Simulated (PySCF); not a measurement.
C11H9N, SMILES c1ccc(-c2cccnc2)cc1.

Geometry optimised at PBE0-D3(BJ)/def2-SVP. One conformer was computed; it need not be the lowest.

The numbers are results of SMD-PBE0/6-31G* (PySCF), not measurements.

Solvation free energies are E(SMD) − E(gas) at the gas-phase geometry, for 1 M in both phases. In vacuum the dipole moment is 2.31 D.

```tsv
solvent	ΔG(solv) (kcal/mol)	its non-electrostatic (CDS) part	dipole (D)
water	-5.6	2.6	3.16
acetonitrile	-10.4	-2.4	3.13
2-propanol	-9.0	-1.4	3.09
```
